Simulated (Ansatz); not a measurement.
Steps of a relaxation of C₂H₆BFN₂ (`BN(C=N)CF`) with RKS PBE-D4/def2-SVP.

```sh
$ ansatz run in.yaml --threads 4 --pin off --events-out ev --progress --plain --max-ram 10444MiB
```

```yaml
crystal:
  periodic: [false, false, false]
  atoms:
    - {symbol: B, position_ang: [-1.136900, -1.206300, -0.688400]}
    - {symbol: N, position_ang: [-0.123900, -0.239600, -0.106200]}
    - {symbol: C, position_ang: [0.596100, -0.704300, 1.019200]}
    - {symbol: N, position_ang: [1.506800, 0.074200, 1.695200]}
    - {symbol: C, position_ang: [0.056300, 1.100800, -0.680200]}
    - {symbol: F, position_ang: [-0.517000, 2.057300, 0.181700]}
    - {symbol: H, position_ang: [-1.822900, -0.803500, -1.606800]}
    - {symbol: H, position_ang: [-1.324500, -2.223000, -0.257200]}
    - {symbol: H, position_ang: [0.520500, -1.714800, 1.405100]}
    - {symbol: H, position_ang: [1.599200, 1.068300, 1.490800]}
    - {symbol: H, position_ang: [-0.429900, 1.196300, -1.643300]}
    - {symbol: H, position_ang: [1.153300, 1.339500, -0.775900]}
basis:
  gaussian: {orbitals: def2-SVP}
hamiltonian: {xc: pbe, dispersion: d4}
relax: {f_tol: 0.03, max_steps: 200}
```

Positions (Å) and forces (eV/Å) along the path, 7 of 7 steps:

```xyz
12
step=1 energy=-8527.8396 eV
B    -1.137   -1.206   -0.688    1.432    4.290   -0.424
N    -0.124   -0.240   -0.106   -2.252   -2.643   -1.329
C     0.596   -0.704    1.019    4.220    5.805    1.670
N     1.507    0.074    1.695   -2.702   -3.890   -0.971
C     0.056    1.101   -0.680    0.589   -0.030    2.076
F    -0.517    2.057    0.182    0.412   -0.434   -0.478
H    -1.823   -0.803   -1.607    0.163    0.058   -0.078
H    -1.325   -2.223   -0.257   -0.070   -2.350    1.213
H     0.520   -1.715    1.405   -0.502   -0.723   -0.329
H     1.599    1.068    1.491   -0.451    0.396   -0.807
H    -0.430    1.196   -1.643   -0.455   -0.314   -0.683
H     1.153    1.339   -0.776   -0.384   -0.165    0.140
12
step=2 energy=-8528.5335 eV
B    -1.180   -1.131   -0.643    1.310    0.894   -0.411
N    -0.148   -0.250   -0.102   -1.215   -1.013   -0.716
C     0.630   -0.658    1.000    1.324    1.929    1.607
N     1.438    0.080    1.713   -0.495   -0.955   -0.974
C     0.060    1.079   -0.638    0.057    0.149    0.616
F    -0.469    2.053    0.213    0.221   -0.284   -0.250
H    -1.788   -0.757   -1.631   -0.108    0.087    0.279
H    -1.225   -2.263   -0.261   -0.183   -0.280    0.395
H     0.497   -1.683    1.371   -0.328   -0.328   -0.356
H     1.555    1.052    1.364   -0.344   -0.175    0.016
H    -0.449    1.149   -1.611   -0.075   -0.007   -0.205
H     1.156    1.274   -0.741   -0.164   -0.017    0.000
12
step=3 energy=-8528.6306 eV
B    -1.102   -1.136   -0.694   -0.537   -0.268    0.482
N    -0.162   -0.251   -0.099   -0.199    0.031   -0.145
C     0.619   -0.623    1.020    0.328   -1.165   -0.029
N     1.462    0.056    1.679    0.037    1.452    0.143
C     0.069    1.067   -0.630   -0.117    0.218   -0.151
F    -0.446    2.055    0.198    0.074   -0.133   -0.028
H    -1.816   -0.710   -1.593    0.295   -0.192    0.058
H    -1.246   -2.250   -0.171    0.126    0.433   -0.370
H     0.537   -1.706    1.279   -0.261    0.201   -0.193
H     1.427    1.072    1.390    0.181   -0.685    0.222
H    -0.428    1.127   -1.621    0.057    0.072    0.043
H     1.164    1.243   -0.723    0.018    0.035   -0.031
12
step=4 energy=-8528.6885 eV
B    -1.123   -1.132   -0.669   -0.019   -0.033    0.071
N    -0.158   -0.253   -0.103   -0.150   -0.033   -0.172
C     0.639   -0.636    1.006    0.242   -0.190    0.470
N     1.453    0.068    1.694   -0.153    0.327   -0.181
C     0.065    1.070   -0.637   -0.022    0.117    0.023
F    -0.431    2.049    0.212    0.052   -0.090   -0.037
H    -1.793   -0.734   -1.603    0.057   -0.053    0.049
H    -1.236   -2.246   -0.190   -0.002    0.102   -0.057
H     0.505   -1.701    1.296   -0.070    0.048   -0.215
H     1.444    1.066    1.396    0.061   -0.209    0.058
H    -0.448    1.146   -1.616    0.007    0.013    0.010
H     1.158    1.248   -0.751   -0.003    0.002   -0.018
12
step=5 energy=-8528.6955 eV
B    -1.127   -1.132   -0.661    0.063    0.011   -0.028
N    -0.159   -0.254   -0.104   -0.072    0.024   -0.096
C     0.635   -0.634    1.014    0.224   -0.066    0.245
N     1.437    0.079    1.705   -0.084   -0.011   -0.156
C     0.067    1.071   -0.639   -0.013    0.045    0.042
F    -0.416    2.046    0.219    0.024   -0.031   -0.022
H    -1.785   -0.744   -1.603   -0.016   -0.005    0.003
H    -1.238   -2.242   -0.188   -0.024   -0.010    0.027
H     0.512   -1.707    1.272   -0.075    0.040   -0.054
H     1.443    1.066    1.394   -0.023    0.013    0.047
H    -0.453    1.153   -1.613   -0.005   -0.003    0.004
H     1.160    1.243   -0.762    0.000   -0.007   -0.013
12
step=6 energy=-8528.6980 eV
B    -1.124   -1.134   -0.660    0.029    0.014   -0.024
N    -0.155   -0.255   -0.108   -0.011    0.042   -0.033
C     0.642   -0.636    1.012    0.037   -0.018    0.095
N     1.434    0.082    1.706   -0.037   -0.049   -0.044
C     0.069    1.071   -0.641    0.011   -0.013    0.005
F    -0.399    2.045    0.225    0.005    0.006    0.004
H    -1.783   -0.750   -1.601   -0.025    0.005   -0.017
H    -1.241   -2.239   -0.180   -0.007   -0.030    0.026
H     0.510   -1.709    1.261    0.005    0.007   -0.014
H     1.423    1.072    1.408    0.001    0.041   -0.001
H    -0.460    1.158   -1.610   -0.008   -0.003    0.006
H     1.162    1.239   -0.778   -0.001   -0.003   -0.003
12
step=7 energy=-8528.6984 eV
B    -1.122   -1.134   -0.662    0.003    0.008   -0.002
N    -0.155   -0.255   -0.109   -0.005    0.015   -0.002
C     0.642   -0.637    1.013   -0.004   -0.005   -0.004
N     1.431    0.084    1.707   -0.007   -0.007    0.001
C     0.071    1.071   -0.641    0.010   -0.023   -0.009
F    -0.389    2.046    0.228    0.001    0.013    0.009
H    -1.785   -0.752   -1.602   -0.006    0.001   -0.008
H    -1.243   -2.239   -0.177    0.004   -0.009    0.005
H     0.514   -1.711    1.255    0.009    0.001    0.006
H     1.414    1.076    1.413    0.001    0.006    0.000
H    -0.465    1.160   -1.607   -0.004    0.001    0.004
H     1.163    1.235   -0.785   -0.002    0.000   -0.001
```

It took 4.5 s on 4 threads of an AMD EPYC 9R45 on a shared host, with 0.17 GiB of host memory at the peak.
